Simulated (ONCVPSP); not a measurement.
Scattering properties, ONCV potential for hafnium

ONCVPSP 4.0.1 input, shortened (lines: element, Z, core and valence counts, functional; n l f; lmax; l rc ep ncon nbas qcut; lloc lpopt rc5 dvloc0; l nproj debl; icmod fcfact rcfact), PBE, scalar-relativistic:

```
  Hf 72.00   10    5        4      upf
    1    0    2.00
    2    0    2.00
    2    1    6.00
    3    0    2.00
    3    1    6.00
    3    2   10.00
    4    0    2.00
    4    1    6.00
    4    2   10.00
    4    3   14.00
    5    0    2.00
    5    1    6.00
    5    2    2.00
    6    0    1.50
    6    1    0.50
    2
    0    1.85    0.00    4    7    8.20
    1    2.55    0.00    4    9    6.00
    2    2.85    0.00    4    9    5.60
    4    5    1.45    0.00
    0    2    3.10
    1    2    2.20
    2    1    3.60
    3    3.50    1.10
```

The phase is arctan(r·R′/R) of the radial function R(r), unwrapped; energies in Ha, scanned from -4 to 5 Ha. A pole is an energy at which the radial function vanishes at the test radius. The pseudo phase is shifted by a multiple of π to meet the all-electron one at the reference energy, and phase errors are pseudo minus all-electron; the curves can meet again beyond the range given. Levels narrower than the energy grid can be missing from the lists of poles.

| channel | radius (bohr) | reference energy (Ha) | poles, all-electron | poles, pseudo | unbroken range about the reference energy with phases within 0.05 rad | phase error 1 Ha above the reference energy (rad) |
| --- | --- | --- | --- | --- | --- | --- |
| s | 1.88 | -0.20 | -2.17 | -2.17 | the whole range | -0.001 |
| p | 2.60 | -0.06 | -1.26, 2.24 | -1.26, 2.21 | below 3.5 | -0.001 |
| d | 2.89 | -0.12 | 0.15, 2.75 | 0.15, 2.89 | below 0.9 | +0.056 |

Phases in the s channel:

| E (Ha) | all-electron | pseudo |
| --- | --- | --- |
| -3.98 | 1.208 | 1.208 |
| -3.50 | 1.077 | 1.077 |
| -3.02 | 0.503 | 0.503 |
| -2.54 | -1.277 | -1.277 |
| -2.06 | -1.616 | -1.616 |
| -1.58 | -1.740 | -1.740 |
| -1.10 | -1.835 | -1.835 |
| -0.62 | -1.944 | -1.944 |
| -0.14 | -2.113 | -2.113 |
| 0.34 | -2.446 | -2.446 |
| 0.82 | -3.151 | -3.152 |
| 1.30 | -3.892 | -3.892 |
| 1.78 | -4.247 | -4.248 |
| 2.26 | -4.416 | -4.417 |
| 2.74 | -4.512 | -4.513 |
| 3.22 | -4.574 | -4.576 |
| 3.70 | -4.619 | -4.621 |
| 4.18 | -4.654 | -4.657 |
| 4.66 | -4.684 | -4.687 |
